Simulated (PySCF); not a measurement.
Planning a core-ionisation job on `CC[SiH2][AsH2]`.

Method: delta-SCF UKS SCAN, pcX-2 on the ionised atom, pcseg-1 elsewhere, spin-free X2C (PySCF 2.14.0). Geometry: PBE0-D3(BJ)/def2-SVP. Work: ΔSCF core ionisation, 4 holes, density fitting. The command runs a driver script over a list of jobs; the input below is this job's line of settings and its coordinates in Å.

Command:
```bash
OMP_NUM_THREADS=1 python probes_run.py task.json out
```

Input:
```
{"job": {"kind": "xps"}, "charge": 0, "multiplicity": 1}
C     -1.538992    -0.075879    -1.248522
C     -1.016724    -0.370653     0.153976
Si     0.839399    -0.709417     0.237946
As     2.012000     1.149019    -0.667103
H     -1.053436     0.811751    -1.684856
H     -2.624096     0.111492    -1.246410
H     -1.351211    -0.916451    -1.935506
H     -1.238364     0.467836     0.837169
H     -1.526614    -1.250413     0.584886
H      1.185133    -1.889403    -0.618338
H      1.253652    -1.014233     1.643266
H      3.351737     0.639563    -0.144657
H      1.772824     1.986152     0.587072
```

Hardware: one thread of an Arm Neoverse V1, shared host with 32 logical CPUs at a one-minute load of 23. PySCF's memory limit was set to 1760 MB.

The basis has 160 functions.

How long does the run take?

About 26 s. The run took 56 SCF cycles in all, 6.5 s a hole on average.

How much memory does it need at the peak?

About 0.58 GiB. Peak memory is the resident size of the whole Python process, interpreter and libraries included.

At this speed, how long would 1000 such jobs take on 64 cores, one job a core?

1000/64 gives 16 rounds of 26 s, about 6.9 min of wall time and 7.2 core-hours, if the jobs don't slow each other.

The host was shared with other jobs, so the times are rough.
